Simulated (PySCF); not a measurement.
PySCF input for p-xylene (C8H10), SMILES c1c(C)ccc(C)c1, PBE0/pcSseg-1. The structure is a stationary point at PBE0-D3(BJ)/def2-SVP.

```python
import numpy as np
from pyscf import gto, scf, dft
from pyscf.prop.nmr import rks as nmr

mol = gto.M(
    atom='''
    C     2.91883303    0.11899526    0.08921259
    C     1.42046590    0.04117694    0.03355045
    C     0.70192035    0.63796166   -1.00813976
    C    -0.68906383    0.59033368   -1.04530887
    C    -1.41972044   -0.05606827   -0.04237939
    C    -2.92073658   -0.08120626   -0.06637634
    C    -0.70090362   -0.65933491    0.99521509
    C     0.69019982   -0.61168698    1.03239672
    H     3.35903188    0.15582992   -0.91808737
    H     3.24883373    1.02652861    0.62255717
    H     3.34867756   -0.74401744    0.61835061
    H     1.24356079    1.14620404   -1.81127795
    H    -1.22061146    1.06181153   -1.87709149
    H    -3.31733589   -0.98498958    0.41898292
    H    -3.34008413    0.78734964    0.46910184
    H    -3.30882860   -0.04769459   -1.09491813
    H    -1.24174320   -1.18323839    1.78876207
    H     1.22253161   -1.09881071    1.85459724
    ''',
    basis='pcSseg-1',
    charge=0,
    spin=0,
    max_memory=1600,
    verbose=3,
)
mf = dft.RKS(mol, xc='pbe0').density_fit(auxbasis='def2-universal-jkfit')
mf.grids.level = 3
mf.conv_tol = 1e-10
mf.max_cycle = 100
mf.kernel()
n = nmr.NMR(mf)
n.verbose = 2
n.max_cycle_cphf = 60
sigma = n.kernel()
print('atom   isotropic/ppm   span/ppm')
for i, s in enumerate(sigma):
    w = np.linalg.eigvalsh((s + s.T) / 2)
    print(f'{mol.atom_symbol(i):2s}{i + 1:3d} {w.mean():14.3f} {w[2] - w[0]:11.3f}')
```

Output:

```
converged SCF energy = -310.462091378855
atom   isotropic/ppm   span/ppm
C   1        161.539      46.912
C   2         44.705     235.292
C   3         50.038     215.715
C   4         50.027     215.459
C   5         44.706     235.292
C   6        161.539      46.912
C   7         50.039     215.495
C   8         50.026     215.238
H   9         29.059      10.429
H  10         28.668       9.276
H  11         29.092      10.406
H  12         24.070       7.763
H  13         24.071       7.743
H  14         29.071      10.419
H  15         28.668       9.237
H  16         29.080      10.415
H  17         24.073       7.748
H  18         24.075       7.727
```

The run converged.
